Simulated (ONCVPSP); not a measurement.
**What one change does to a pseudopotential (lead, ONCV)**

lead (Pb), optimised norm-conserving Vanderbilt (ONCV), made with ONCVPSP 4.0.1 (PBEsol, scalar-relativistic). Core [Kr] 4d10 4f14, reference 5s2 5p6 5d10 6s2 6p2. Waves: 5s+6s: rc 1.55 bohr, ncon 4, nbas 8, qcut 9.1 1/bohr, 2 projectors; 5p+6p: rc 1.35 bohr, ncon 4, nbas 7, qcut 8.8 1/bohr, 2 projectors; 5d: rc 1.30 bohr, ncon 4, nbas 7, qcut 6.6 1/bohr, 2 projectors, debl 1.1 Ha. Local part: polynomial inside 1.15 bohr (lpopt 5, dvloc0 2 Ha). Core correction: polynomial model core, fcfact 0.4.

Change: s: qcut 11.5; p: qcut 11.1; d: qcut 8.3.

Cutoffs: the cutoffs (Ha) at which the residual kinetic energy of the hardest occupied pseudo-wave falls to 1 and 0.1 mHa per electron; they do not see the model core or the augmentation charge, which bear on the density cutoff. Errors are all-electron minus pseudo energies relative to the spin-unpolarised reference configuration.

Predict the effect on cutoff, ghosts and configuration errors.

The potential gets neither clearly harder nor softer (32 Ha and 49 Ha → 41 Ha and 48 Ha); the p channel sets the loose cutoff, while the largest relative change is in s, which becomes harder; the errors of the 4 common tests hardly move; neither file shows a bound ghost.

```csv
quantity,base,changed
"cutoff, loose",32 Ha,41 Ha
"cutoff, tight",49 Ha,48 Ha
loose cutoff by channel,"s 28 Ha, p 32 Ha, d 24 Ha","s 40 Ha, p 41 Ha, d 25 Ha"
bound ghosts,none,none
GHOST(+) flags under 300 eV,s at 248.4 eV,none
"error for 5s2 5p6 5d10 6s2 6p1, meV [ΔE 6.60 eV]",-2.7,-2.6
"error for 5s2 5p6 5d10 6s2 6p0, meV [ΔE 20.05 eV]",-8.8,-8.7
"error for 5s2 5p6 5d10 6s1 6p0, meV [ΔE 52.53 eV]",-26,-23
"error for 5s2 5p6 5d10 6s2 6p1.5, meV [ΔE 2.50 eV]",-0.9,-0.9
s: phases at 1.57 bohr within 0.05 rad from the reference energy up to (Ha; the scan ends near 5),to the end of the scan,to the end of the scan
p: phases at 1.37 bohr within 0.05 rad from the reference energy up to (Ha; the scan ends near 5),to the end of the scan,to the end of the scan
d: phases at 1.32 bohr within 0.05 rad from the reference energy up to (Ha; the scan ends near 5),to the end of the scan,to the end of the scan
"rms error of d²Exc/dni dnj with the model core, mHa",1.33,0.57
```
